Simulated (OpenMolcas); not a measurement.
Cu2+ in MgO: curves along the breathing mode

Cu2+ with its 6 nearest oxide ions, on the Mg site of MgO (a = 4.2112 Å, distance in the model lattice 2.106 Å). The rest of the host is ab initio model potentials to 7.6 Å, with orthogonalisation functions on the cations behind the ligands, and point charges beyond; the distance is set by hand and nothing relaxes. Ligand basis ANO-RCC-VDZP.

```json
{
  "Program": "OpenMolcas",
  "Method": "CASSCF",
  "Basis": "ANO-RCC-VDZP [5s4p2d1f]",
  "Scalar Hamiltonian": "DKH2, point nucleus",
  "Active space": "9 electrons in 5 orbitals (3d)",
  "State averaging": "2S+1 = 2 even, 5 roots",
  "Spin-orbit coupling": "state interaction with AMFI integrals over the reference wave functions"
}
```

Spin-free energies (labels of O, the rotations of Oh) in cm-1 above the lowest fitted minimum, as all ligands move together:

```
R (Å)     2E    2T2
1.969  11340  20720
2.016   4790  13320
2.062   1150   8960
2.108     30   7230
2.155   1360   8010
2.201   5000  11200
2.248  11120  16910
```

Cubic fits give the following; the wavenumber is harmonic, with the mass of all moving ligands, small differences in it between states hang on the degree of the fit, a number in brackets counts states of one label, and the table is a selection of at most 14 states with clean curves.

```csv
State,R0 (Å),Breathing mode (cm-1),Minimum (cm-1)
2E,2.106,637,0
2T2,2.117,645,7150
```

The minimum of 2T2 is shifted by +0.0105 Å against 2E (from the unrounded fits). With M = 96.0 u for the moving shell, the Huang-Rhys factor in this mode is S = M ω ΔR² / 2ħ = 0.01483 × 96.0 × 637 × 0.0105² = 0.10. Only the first shell moves, against a rigid host.

An orbital doublet at a regular site is open to a Jahn-Teller distortion, which this geometry leaves out. Ligand-to-metal charge-transfer states are missing. With metal d orbitals alone and no dynamic correlation 10Dq can be off by a tenth to a fifth, either way, in oxide and fluoride hosts. No measured value stands beside these numbers.
